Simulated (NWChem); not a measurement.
# GaH3S2; SMILES [SH][GaH][SH]

```xyz
6

Ga     0.0000     0.0000    -0.5820
H      0.0000     0.0000    -2.1408
S     -1.8446    -0.0253     0.6183
H     -2.6569    -0.0357    -0.4617
S      1.8446     0.0253     0.6183
H      2.6569     0.0357    -0.4617
```
Atoms are numbered in this order, from 1.

Coordinates come from a PBE0/def2-SVP optimisation.

Give the principal values of the shielding tensors (ppm) of Ga1, S3 from Hartree-Fock/6-31G* (spherical d), GIAO (NWChem), with their diamagnetic and paramagnetic parts as GIAO splits them.


| atom | σ11 | σ22 | σ33 | isotropic | diamagnetic | paramagnetic |
|---|---|---|---|---|---|---|
| Ga1 | 1516.7 | 1571.4 | 1656.3 | 1581.5 | 2642.3 | -1060.8 |
| S3 | 627.9 | 778.9 | 796.4 | 734.4 | 1056.4 | -322.0 |
